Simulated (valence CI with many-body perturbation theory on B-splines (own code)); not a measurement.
## Level structure of Hg48+

Method: configuration interaction combined with many-body perturbation theory (CI+MBPT): four valence electrons over a frozen Dirac-Fock core [Ar] 3d10, radial functions for each j: 11 s, 11 p, 9 d, 7 f, 5 g, 2 h, 1 i, with the one-electron correlation potential Σ1 (screened to all orders), the two-electron term Σ2, the three-electron term Σ3, Breit, model QED; selected single and double excitations, second order for the rest (own B-spline code, finite nucleus).

No measured spectrum was set against this ion. As an estimate, large intervals hold to a few tenths of a per cent, small ones and those within an open d or f shell to about a per cent.

Levels 46 to 67 of 67, with energies above the lowest level, (4s^2 4p1/2^2) J=0. "Leading %" is the weight of the configuration and term that name the level; weights of strongly mixed levels are sums over their largest components and can fall short. In the jj column 3d3/2^4 stands for four electrons in 3d with j = 3/2. Lifetimes count E1, E2, E3, M1 and M2 decay at the calculated energies, and are blank where another channel may lead or the interval is too uncertain; long ones can be off by a factor of two.

```
No.  Configuration  Term  J  E (eV)  Leading %                   Leading jj  Second component  Lifetime
 46        4s4p²4d    ³D  2  586.13         28  4s 4p1/2 4p3/2 4d3/2 (91 %)   24 % 4s4p²4d ⁵P    447 fs
 47        4s4p²4d    ³D  1  588.38         37  4s 4p1/2 4p3/2 4d3/2 (93 %)   17 % 4s4p²4d ⁵P    642 fs
 48        4s4p²4d    ⁵D  4  589.60         48  4s 4p1/2 4p3/2 4d5/2 (99 %)   33 % 4s4p²4d ⁵F    165 ps
 49        4s4p²4d    ³G  3  591.16         46  4s 4p1/2 4p3/2 4d3/2 (89 %)   21 % 4s4p²4d ¹F    640 fs
 50        4s4p²4d    ³D  1  600.27         53  4s 4p1/2 4p3/2 4d3/2 (78 %)   12 % 4s4p²4d ³P    385 fs
 51        4s4p²4d    ³G  5  600.81         58  4s 4p1/2 4p3/2 4d5/2 (98 %)   42 % 4s4p²4d ⁵F   53.8 ps
 52        4s4p²4d    ³P  2  601.83         38  4s 4p1/2 4p3/2 4d5/2 (95 %)   16 % 4s4p²4d ⁵D   2.08 ps
 53        4s4p²4d    ³P  0  605.58         76  4s 4p1/2 4p3/2 4d3/2 (83 %)   10 % 4s4p²4d ¹S    368 fs
 54        4s4p²4d    ³F  2  607.59         35  4s 4p1/2 4p3/2 4d3/2 (82 %)   16 % 4s4p²4d ¹D    303 fs
 55        4s4p²4d    ³F  3  608.50         40  4s 4p1/2 4p3/2 4d5/2 (91 %)   17 % 4s4p²4d ⁵D   1.80 ps
 56        4s4p²4d    ³P  1  613.16         46  4s 4p1/2 4p3/2 4d5/2 (70 %)   21 % 4s4p²4d ³D   1.03 ps
 57        4s4p²4d    ³D  3  613.96         57  4s 4p1/2 4p3/2 4d5/2 (90 %)   19 % 4s4p²4d ³F   1.16 ps
 58        4s4p²4d    ¹D  2  615.69         38  4s 4p1/2 4p3/2 4d5/2 (83 %)   13 % 4s4p²4d ³F   1.45 ps
 59        4s4p²4d    ¹G  4  616.06         46  4s 4p1/2 4p3/2 4d5/2 (90 %)   31 % 4s4p²4d ³F   2.59 ps
 60        4s4p²4d    ³D  3  622.46         39  4s 4p1/2 4p3/2 4d5/2 (93 %)   26 % 4s4p²4d ³F    708 fs
 61        4s4p²4d    ³F  4  623.48         47  4s 4p1/2 4p3/2 4d5/2 (90 %)   35 % 4s4p²4d ³G    950 fs
 62        4s4p²4d    ³D  1  623.98         44  4s 4p1/2 4p3/2 4d5/2 (94 %)   24 % 4s4p²4d ¹P   1.30 ps
 63        4s4p²4d    ³P  1  630.67         32  4s 4p1/2 4p3/2 4d5/2 (96 %)   29 % 4s4p²4d ³S    990 fs
 64        4s4p²4d    ³P  0  631.76         45  4s 4p1/2 4p3/2 4d5/2 (86 %)   43 % 4s4p²4d ¹S    939 fs
 65        4s4p²4d    ³D  2  631.93         44  4s 4p1/2 4p3/2 4d5/2 (93 %)   22 % 4s4p²4d ¹D    806 fs
 66        4s4p²4d    ¹F  3  633.65         41  4s 4p1/2 4p3/2 4d5/2 (91 %)   18 % 4s4p²4d ³F    656 fs
 67        4s4p²4d    ³P  2  636.27         39  4s 4p1/2 4p3/2 4d5/2 (90 %)   18 % 4s4p²4d ³F    525 fs
```
